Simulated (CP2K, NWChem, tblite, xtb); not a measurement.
**Si2H2F3 (SMILES F[Si](F)(F)[SiH2]): methods side by side**

The species is Si2H2F3 (7 atoms), meant as a doublet with charge 0. SMILES: `F[Si](F)(F)[SiH2]`. Geometry: relaxed at PBE0-D4/def2-TZVP.

Quantity: the dipole moment, in D. The values are calculated.

```json
{"level": "GFN2-xTB", "kind": "semi-empirical", "program": "tblite", "value (D)": "2.21", "CPU time": "under 2 s"}
{"level": "AM1", "kind": "semi-empirical", "program": "CP2K", "value (D)": "0.35", "CPU time": "under 2 s"}
{"level": "PM6", "kind": "semi-empirical", "program": "CP2K", "value (D)": "2.37", "CPU time": "under 2 s"}
{"level": "GFN0-xTB", "kind": "semi-empirical", "program": "xtb", "value (D)": "2.12", "CPU time": "under 2 s"}
{"level": "UHF/STO-3G", "kind": "Hartree–Fock", "program": "NWChem", "value (D)": "1.73", "CPU time": "2.2 s"}
{"level": "UHF/3-21G", "kind": "Hartree–Fock", "program": "NWChem", "value (D)": "2.69", "CPU time": "2.4 s"}
{"level": "USVWN5/6-31G** (spherical functions)", "kind": "LDA", "program": "NWChem", "value (D)": "1.83", "CPU time": "32 s"}
{"level": "UB3LYP/6-31G* (spherical functions)", "kind": "global hybrid", "program": "NWChem", "value (D)": "1.89", "CPU time": "26 s"}
{"level": "UB3LYP/6-31G* (Cartesian functions)", "kind": "global hybrid", "program": "NWChem", "value (D)": "1.89", "CPU time": "28 s"}
{"level": "UPBE0/def2-SVP", "kind": "global hybrid", "program": "NWChem", "value (D)": "1.98", "CPU time": "52 s"}
```

The values span 0.35 to 2.69 D. Magnitudes only. Sets without polarisation functions give poor dipoles. Times are those of the runs behind each value, whatever else they computed, on shared processors of several kinds: orders of magnitude only.
